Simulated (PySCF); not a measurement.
Molecule: Hydroxydifluoroborane, BF₂HO.

Atom-mapped SMILES (the numbers label the heavy atoms): `[OH:1][B:2]([F:3])[F:4]`; H(Xn) means a hydrogen on atom n.

Spin–spin couplings on one PBE0-D3(BJ)/def2-SVP geometry, PySCF 2.14, gas phase, non-relativistic, equivalent pairs averaged; isotopes 11B, 19F, 17O, 1H; functional B3LYP.

Task: How do the couplings (Hz) change with the basis set? Times are CPU seconds on shared hosts with different chips, so compare them loosely. Far from the basis limit: pcJ-0, 6-31G*, def2-TZVP, cc-pVTZ.

Result: 
```
    basis set  functions  1J(B2,F3)  1J(O1,H(O1))  1J(O1,B2)  2J(F3,F4)  2J(O1,F3)  3J(F3,H(O1))  core-s
        pcJ-0         55     -189.2         -55.5       -7.2     -316.5       16.4           5.0     2.1
       6-31G*         58       20.0         -81.2      -29.3      -85.8       -1.6           3.3       4
        pcJ-1        118      -68.7         -86.9      -23.1     -152.9        4.0           7.4     4.9
    def2-TZVP        130      -64.2         -77.6      -25.2     -164.9        6.2           6.0     5.9
      cc-pVTZ        134      -93.5         -65.4      -21.9     -150.3        4.8           5.8      10
aug-cc-pVTZ-J        204      -51.4         -89.3      -25.2     -139.4        3.9           8.2      12
        pcJ-2        228      -52.6         -88.6      -24.7     -149.6        4.9           8.0      13
```

The Fermi-contact term samples the wavefunction at the nucleus, which is why sets with added tight s functions (names with J) are made for couplings.
